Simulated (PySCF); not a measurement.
# KI: from constants to spectrum

RHF-CCSD(T) constants of KI, ¹Σ⁺ (singlet), closed shell (PySCF, scalar-relativistic core potentials, basis sets K def2-SVP, I def2-SVP with ECP28; masses 38.9637 and 126.9045 u):

* ωe: 177.7 cm⁻¹
* ωexe: 0.49 cm⁻¹
* Be: 0.057907 cm⁻¹
* αe: 0.000266 cm⁻¹
* D (centrifugal): 2.46e-08 cm⁻¹
* De to K + I: 3.12 eV

(1) Give the band origin of the fundamental and the first lines of its P and R branches.

(2) Near which J would the R branch turn back, without centrifugal distortion?

Measured values (Huber and Herzberg, Constants of Diatomic Molecules (1979)): ωe = 186.53 cm⁻¹, ωexe = 0.574 cm⁻¹, Be = 0.06087473 cm⁻¹, αe = 0.00026776 cm⁻¹.

Correlated steps freeze 9 core orbitals. Correlated levels converge slowly with the basis: in double zeta they bind strong bonds too weakly, by up to about 1 eV, and carry superposition errors of some tenths. Spin–orbit coupling is left out, which matters for elements this heavy, above all for dissociation energies. Where the molecule has an RHF reference, its open-shell atoms are computed with UHF.

Results:

(1) ν0 = ωe − 2ωexe = 176.7 cm⁻¹, B0 = 0.057774, B1 = 0.057508 cm⁻¹.

```json
{"J″": "0", "P(J″) − ν0": "", "R(J″) − ν0": "0.115"}
{"J″": "1", "P(J″) − ν0": "-0.116", "R(J″) − ν0": "0.229"}
{"J″": "2", "P(J″) − ν0": "-0.232", "R(J″) − ν0": "0.343"}
{"J″": "3", "P(J″) − ν0": "-0.348", "R(J″) − ν0": "0.457"}
{"J″": "4", "P(J″) − ν0": "-0.465", "R(J″) − ν0": "0.570"}
{"J″": "5", "P(J″) − ν0": "-0.583", "R(J″) − ν0": "0.682"}
{"J″": "6", "P(J″) − ν0": "-0.701", "R(J″) − ν0": "0.794"}
```

(2) At J ≈ (B0 + B1)/(2(B0 − B1)) − 1 ≈ 220.
